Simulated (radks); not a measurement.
Results of a calculation; reference values are marked as such.
Problem. Valence configurations of Ag+ (all share [Kr]). Level of theory: Dirac Kohn-Sham, LDA (Slater exchange, Perdew-Wang correlation), spin-unpolarised, spherical densities, point nucleus; open shells are shared between the two j in proportion to 2j + 1 (a radial shooting solver on a logarithmic mesh with Libxc functionals). Order these by energy: 4d8 5p2; 4d8 5s0.5 5p1.5; 4d7.5 5s1.5 5p1; 4d8 5s1 5p1; 4d9.5 5p0.5; 4d9 5p1; 4d10; 4d9.5 5s0.5; 4d8 5s2; 4d9 5s1.

Solution. From the lowest, in eV above it: 4d10 0.000; 4d9.5 5s0.5 2.389; 4d9.5 5p0.5 5.084; 4d9 5s1 5.285; 4d9 5p1 10.947; 4d8 5s2 12.760; 4d8 5s1 5p1 18.916; 4d8 5s0.5 5p1.5 22.055; 4d7.5 5s1.5 5p1 23.807; 4d8 5p2 25.237. NIST lists [Kr] 4d10 as the ground configuration; this level of theory agrees among the configurations tried. The energies are those of spherical spin-averaged densities, not of single terms.
